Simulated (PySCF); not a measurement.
Computed shifts of a molecule C2H7ClOSi, PySCF with PBE0/pcSseg-1, GIAO, gas phase, equivalent atoms averaged, in ppm (number of nuclei): ²⁹Si: 11.5 (1). ¹³C: 55.4 (1), 4.5 (1). ¹H: 5.61 (1), 4.00 (3), 0.77 (3). References: ²⁹Si against TMS (σ = 352.7 ppm); ¹³C against TMS (σ = 186.3 ppm); ³⁵Cl against HCl (σ = 945.9 ppm); ¹⁷O against H2O (σ = 334.2 ppm); ¹H against TMS (σ = 31.56 ppm), references at their B3LYP-D3(BJ)/def2-TZVP geometries, non-relativistic (without spin–orbit terms, shifts of atoms bonded to Cl or Br come out too high). The structure is a stationary point at B3LYP-D3(BJ)/def2-SVP. The values are those of a single conformer.

Question: Pick the molecule that these values belong to.
A) CC[Si@@H](O)Cl
B) C[C@@H](O)[SiH2]Cl
C) CO[SiH](C)Cl
D) COC[SiH2]Cl

Answer: C, CO[SiH](C)Cl
